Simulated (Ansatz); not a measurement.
Mulliken charges of BrGaH₂O₂, SMILES `[OH][Ga]([OH])[Br]` from ωB97M-V/def2-TZVPP in Ansatz (PBE0-D4/def2-TZVP geometry).

| atom | x (Å) | y (Å) | z (Å) | charge (e) |
| --- | --- | --- | --- | --- |
| O1 | -0.234 | 1.470 | -0.198 | -0.395 |
| Ga2 | -0.090 | -0.296 | -0.120 | 0.657 |
| O3 | 1.046 | -1.012 | 1.028 | -0.386 |
| Br4 | -1.322 | -1.654 | -1.450 | -0.229 |
| H5 | -0.872 | 1.777 | -0.847 | 0.176 |
| H6 | 1.515 | -0.348 | 1.541 | 0.177 |

Question: By hand: the dipole of these point charges (1 e Å = 4.8032 D).

Answer: Σ q r = (0.047, 0.245, 0.058) e Å, of length 0.256 e Å = 1.23 D.

Question: How does the dipole of the full density compare? (An estimate is asked.)

Answer: The calculation gave: (-0.030, 0.306, -0.019) e Å, 1.48 D; the point charges give 0.83 times that, at 23° from its direction.

Point charges leave out the atoms' own dipoles, such as those of lone pairs, and Mulliken's split depends on the basis, so the two needn't agree.
